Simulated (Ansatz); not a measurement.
BH5N (SMILES B[NH3+]), charge 1, multiplicity 1, relaxed at each level with Ansatz (a first-principles code); harmonic frequencies from differences of analytic forces, average atomic masses, frozen cores.

```tsv
level	B1–N2 (Å)	B1–H3 (Å)	B1–H4 (Å)	N2–H5 (Å)	N2–H6 (Å)	N2–H7 (Å)	N2–B1–H3 (°)	N2–B1–H4 (°)	H3–B1–H4 (°)	dipole (D)
HF/def2-TZVPP	1.5522	1.1726	1.1726	1.0142	1.0086	1.0086	115.8	115.8	128.4	-
PBE/def2-TZVPP	1.5533	1.1868	1.1868	1.0376	1.0314	1.0314	115.6	115.6	128.9	-
r2SCAN/def2-TZVPP	1.5478	1.1791	1.1791	1.0293	1.0232	1.0232	115.5	115.5	128.9	-
B3LYP/def2-TZVPP	1.5509	1.1757	1.1757	1.0298	1.0238	1.0238	115.7	115.7	128.7	-
PBE0/def2-TZVPP	1.5436	1.1808	1.1808	1.0285	1.0225	1.0225	115.7	115.7	128.6	-
wB97X-V/def2-TZVPP	1.5542	1.1815	1.1815	1.0294	1.0235	1.0235	115.6	115.6	128.8	-
CCSD(T)/cc-pVDZ	1.5648	1.1942	1.1942	1.0382	1.0322	1.0322	115.4	115.4	129.1	-
```
